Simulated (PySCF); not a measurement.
Species: ethylbenzene, C₈H₁₀.
SMILES with atom numbers: `[CH3:1][CH2:2][c:3]1[cH:4][cH:5][cH:6][cH:7][cH:8]1`

Geometry (GFN2-xTB, Å), atoms numbered from 1 in this order:
```xyz
18
C8H10 angstrom
C     -2.3883   -0.4630   -0.6437
C     -1.6556    0.1395    0.5567
C     -0.1724    0.1464    0.3165
C      0.6074   -0.9455    0.6753
C      1.9665   -0.9585    0.4174
C      2.5650    0.1226   -0.2061
C      1.7967    1.2149   -0.5708
C      0.4378    1.2246   -0.3115
H     -3.4623   -0.4687   -0.4714
H     -2.1832    0.1159   -1.5416
H     -2.0578   -1.4852   -0.8142
H     -1.8842   -0.4473    1.4489
H     -2.0099    1.1598    0.7186
H      0.1446   -1.7915    1.1641
H      2.5606   -1.8143    0.7038
H      3.6265    0.1143   -0.4058
H      2.2581    2.0614   -1.0588
H     -0.1582    2.0808   -0.5959
```

NICS = −σ at a ghost point: NICS(0) at the centroid of the ring atoms, NICS(1) 1 Å to either side along the normal of their mean plane, zz for the tensor component along that normal. Level: GIAO PBE0/pcSseg-1 (PySCF, non-relativistic, gas phase) on the GFN2-xTB geometry, one conformer.

Ring bond lengths (Å), with Mayer bond orders in brackets: C3–C4 1.389 (1.40), C4–C5 1.383 (1.44), C5–C6 1.384 (1.43), C6–C7 1.384 (1.43), C7–C8 1.383 (1.44), C8–C3 1.389 (1.40).

Question: Give the NICS values of each ring in ppm.

Answer: 
```tsv
ring	type	NICS(0)	NICS(1), two faces	NICS(1)zz, two faces	rms pucker (Å)	centre to ring atoms, mean (Å)
C3–C4–C5–C6–C7–C8	6-membered carbocycle; formal bonds all aromatic	-8.7	-11.4 / -11.4	-28.5 / -29.2	0.00	1.39
```

Question: What can be read from them?

Answer: 
- C3–C4–C5–C6–C7–C8: mean NICS(1)zz -28.8 ppm, shielded. The ring is flat and has no four-coordinate atom; by the NICS criterion it is aromatic.

Question: How equal are the bonds by HOMA? HOMA = 1 − mean of α(R − Ropt)² over the ring bonds, with Krygowski's 1993 parameters (CC: Ropt 1.388 Å, α 257.7 Å⁻²).

Answer: 
- C3–C4–C5–C6–C7–C8: HOMA 1.00 = 1 − EN − GEO, with mean bond length 1.386 Å, EN = α(Ropt − mean)² = 0.002 and GEO = α × variance = 0.002. The geometric and the magnetic index point the same way.

Question: What are the shieldings of the ring atoms and their hydrogens in the same run (means over atoms taken as equivalent)?

Answer: 
| atoms | environment | σ isotropic (ppm) |
| --- | --- | --- |
| C3 | substituted aromatic carbon | 35.5 |
| C4 (×2) | aromatic CH carbon | 53.6 |
| C5 (×2) | aromatic CH carbon | 52.7 |
| C6 | aromatic CH carbon | 55.9 |
| H14 (×2) | aromatic hydrogen | 24.23 |
| H15 (×2) | aromatic hydrogen | 24.11 |
| H16 | aromatic hydrogen | 24.24 |
